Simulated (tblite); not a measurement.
Compound: C6H8N (doublet state).
Atom-mapped SMILES: `[CH3:1][C:2]([NH2:3])[CH:4]=[C:5]1[CH:6]=[CH:7]1` (hydrogens: H8, H9, H10 on C1; H11, H12 on N3; H13 on C4; H14 on C6; H15 on C7)

Geometry (GFN2-xTB, Å), atoms numbered from 1 in this order:
```xyz
15
C6H8N angstrom
C     -1.663   -1.531    0.811
C     -0.732   -0.434    0.416
N     -1.035    0.833    0.922
C      0.421   -0.661   -0.333
C      1.302    0.281   -0.740
C      1.805    1.680   -0.806
C      2.499    0.708   -1.388
H     -2.672   -1.348    0.429
H     -1.317   -2.485    0.422
H     -1.735   -1.605    1.898
H     -0.546    1.579    0.449
H     -2.024    1.015    1.023
H      0.623   -1.684   -0.623
H      1.706    2.706   -0.553
H      3.363    0.435   -1.949
```

Level: GFN2-xTB in tblite, geometry and Hessian alike; calculated harmonic values, unscaled, isolated species. Errors from tens to a few hundred cm⁻¹ against measured bands are possible. One conformer, not necessarily the lowest. Open shells enter through the occupations alone, without spin polarisation, and single modes of such species can be off by tens of per cent.

Harmonic wavenumbers (cm⁻¹): 91.9, 103.6, 131.7, 167.6, 241.7, 292.7, 324.7, 352.3, 399.9, 486.0, 557.8, 624.5, 740.1, 762.8, 815.8, 848.6, 893.1, 922.4, 990.5, 1010.0, 1022.0, 1075.5, 1249.3, 1356.6, 1404.0, 1456.5, 1475.6, 1487.1, 1500.9, 1527.1, 1833.9, 2925.9, 2962.6, 3043.3, 3054.8, 3187.4, 3232.5, 3401.2, 3470.7.

A = 7266, B = 1551, C = 1290 MHz; mass 94.066 u (most abundant isotopes); point group C1, symmetry number 1; spin multiplicity 2.

Question: What is the zero-point energy?

Answer: ½Σν̃ = 25712 cm⁻¹ = 73.52 kcal/mol.

Question: What is S at 298.15 K and 1 bar for an ideal gas of classical rigid rotors and harmonic oscillators?

Answer: Translation 39.56, rotation 27.49, vibration 22.29, spin (R ln 2) 1.38: S = 90.7 cal/(mol K).

Question: And Cp and H(298.15 K) − H(0)?

Answer: Cp = 33.04 cal/(mol K), of which vibrations give 25.09 (their classical limit is 39 R = 77.5); H(298.15 K) − H(0) = 6.10 kcal/mol without the zero-point energy, 3.73 from vibrations.

Question: Blend soft modes into free rotors: weight 1/[1 + (100 cm⁻¹/ν̃)⁴] for the oscillator and the rest for a rotor with moment μB/(μ + B), μ = h/(8π²ν), B = 10⁻⁴⁴ kg m². What vibrational entropy results?

Answer: 21.55 cal/(mol K) in place of 22.29, which changes −T·S at 298.15 K by +0.22 kcal/mol.

Question: How do the functions run with temperature in this model?

Answer: 
```tsv
T (K)	S (cal/(mol K))	Cp (cal/(mol K))	H − H(0) (kcal/mol)	G − H(0) (kcal/mol)	ln q(vib)
50	55.5	11.3	0.45	-2.33	0.16
100	65.0	16.5	1.15	-5.36	0.89
373.15	98.7	38.6	8.79	-28.06	6.51
500	111.2	46.5	14.21	-41.39	9.15
750	132.3	57.4	27.29	-71.91	14.12
1000	149.8	64.6	42.59	-107.23	18.68
```

q(vib) and H(0) count from the zero-point level.

Hindered rotation and anharmonicity are outside this model. Other conformers, if any are populated, would add a mixing term that is left out. The structure is chiral; the term R ln 2 for an equal mix with its mirror image is left out.

On Arm Neoverse V1, one thread, shared host with 32 logical CPUs at a one-minute load of 19, this took 0.38 s of wall time. This covers the Hessian and the dipole derivatives.
